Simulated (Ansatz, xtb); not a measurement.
**Relaxing a trial structure of AlGeH4Si**

The starting geometry of this gas-phase doublet was built from a drawn formula by distance geometry; its bonds are those of `[H]/[Si]=[GeH]\[AlH2]`.

```xyz
7

Al    0.6758    0.1894    0.5576
Ge    0.7639    1.1404   -1.8411
Si    2.5723    2.0657   -2.2419
H     1.4005   -1.2267    0.8836
H     0.5317    1.3333    1.6936
H     0.1144    0.0026   -2.7967
H     3.6208    2.0906   -1.1853
```

Question: Predict what becomes of its bonds when it is optimised with r2SCAN-D4/def2-SVP.

Answer: A new bond forms, giving a structure given below by its coordinates. Distances that change by over a tenth: Al1–Ge2 (2.58 → 3.04 Å). Contacts that close: Al1–Si3 (3.87 → 2.45 Å).

The energy falls by 1.18 eV over 27 steps:

```tsv
step	E − E(last) (eV)
1	1.181
4	0.326
7	0.126
10	0.081
13	0.077
15	0.075
18	0.038
21	0.008
24	0.001
27	0.000
```

Final geometry (Å):

```xyz
7

Al    1.3764    0.3678    0.4229
Ge    0.4994    1.2118   -2.3592
Si    2.5548    1.4133   -1.4519
H     0.7142   -1.0720    0.3372
H     1.5619    1.1094    1.8194
H     0.1212   -0.2983   -2.5278
H     2.8516    2.8633   -1.1708
```

From the same start GFN2-xTB ends elsewhere, differing in Al1–Ge2 (2.77 against 3.04 Å here), Al1–H6 (1.72 against 3.28 Å here), Ge2–H6 (2.04 against 1.57 Å here).

No frequencies were run, so the end isn't proven a minimum. Open shells are spin-unrestricted. Run with Ansatz 0.2.0, 3.4 min on 2 threads of Arm Neoverse V2 (shared host).
